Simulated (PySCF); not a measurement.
# Ionising InH

RHF-CCSD(T); PySCF, scalar-relativistic core potentials, basis sets In def2-TZVPPD with ECP28, H def2-TZVPPD. Neutral (RHF): singlet (closed shell), Re = 1.837 Å, ωe = 1486 cm⁻¹, De = 2.75 eV.

InH⁺ (ROHF): doublet (σ ↑), Re = 1.836 Å, ωe = 1132 cm⁻¹, De = 0.26 eV to In⁺ + H. The energies at the minima are -190.06318 hartree for InH and -189.76938 for InH⁺.

(1) Work out the adiabatic ionisation energy, without and with harmonic zero-point energies (1 hartree = 27.2114 eV, 1 eV = 8065.5 cm⁻¹), and the change of the bond length.

InH⁻ (UHF): doublet (π ↑), Re = 1.881 Å, ωe = 1287 cm⁻¹. The energies at the minima are -190.06318 hartree for InH and -190.06699 for InH⁻.

(2) Work out the adiabatic electron affinity, without and with harmonic zero-point energies (1 hartree = 27.2114 eV, 1 eV = 8065.5 cm⁻¹), and the change of the bond length.

Correlated steps freeze 4 core orbitals. UHF and ROHF references stand side by side, which adds small steps between rows. Weak bonds: InH⁺. Basis-set superposition, not corrected here, can be much of De in a small basis, most of all at correlated wavefunction levels. These are scalar-relativistic numbers at best; spin–orbit coupling would shift them, the dissociation energy most. For an ion De counts to the pair picked by the measured ionisation energies or electron affinities, which need not be the lowest pair at this level. Where the molecule has an RHF reference, its open-shell atoms are computed with UHF. States were picked by a PBE0 search and need not be the measured ground states.

Neutral and ion stand on different kinds of reference determinant, which adds to the error of the difference.

## Answers

(1) At CCSD(T): 0.29380 hartree = 7.995 eV between the minima; the zero-point term (1132.0 − 1486.0)/2 cm⁻¹ = -0.022 eV makes it 7.973 eV. Re changes by -0.1 pm against the neutral. The electron leaves a σ orbital, and the small change of length marks it as nearly non-bonding.

(2) At CCSD(T): 0.00381 hartree = 0.104 eV between the minima; the zero-point term (1486.0 − 1287.0)/2 cm⁻¹ = +0.012 eV makes it 0.116 eV. Re changes by +4.4 pm against the neutral. The electron enters a π orbital, which is non-bonding in a hydride.
